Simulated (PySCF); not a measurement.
Potential energy of BSe along the bond

Set-up: basis B def2-TZVPP, Se def2-TZVPP; no relativity; PySCF 2.14. Energies in eV from B + Se in their ground configurations at the same level. State: ²Σ⁺ (doublet), unpaired electrons σ ↑.

All columns are PBE0. A positive dipole means B(−)Se(+).

```csv
R (Å),E (eV),μ (D),Mulliken charge on B (basis-dependent),HOMO (eV),LUMO (eV),Mayer bond order,⟨S²⟩
1.500,-3.579,0.08,-0.24,-8.08,-2.99,2.73,0.76
1.570,-4.427,-0.09,-0.15,-8.23,-3.19,2.67,0.77
1.639,-4.899,-0.27,-0.07,-8.36,-3.39,2.61,0.77
1.692,-5.066,-0.40,-0.02,-8.28,-3.55,2.57,0.77
1.744,-5.112,-0.53,0.02,-8.15,-3.70,2.52,0.77
1.796,-5.062,-0.66,0.05,-8.03,-3.86,2.48,0.77
1.866,-4.886,-0.82,0.07,-7.88,-4.06,2.43,0.78
1.953,-4.547,-1.02,0.09,-7.71,-4.31,2.35,0.78
2.058,-4.043,-1.24,0.11,-7.53,-4.59,2.24,0.78
2.197,-3.322,-1.52,0.14,-7.30,-4.89,2.04,0.77
```

A fit through these points gives, at Re = 1.741 Å, μ = -0.52 D and dμ/dR = -2.46 D/Å; the reduced mass is 9.676 u.

Problem. How strong is the fundamental in the double-harmonic approximation, I = 42.26·(dμ/dR)²/μred km/mol?

Solution. I = 42.26·(-2.46)²/9.676 = 26.4 km/mol at PBE0.

Spin–orbit coupling is left out. The state was picked by a PBE0 search and need not be the measured ground state.
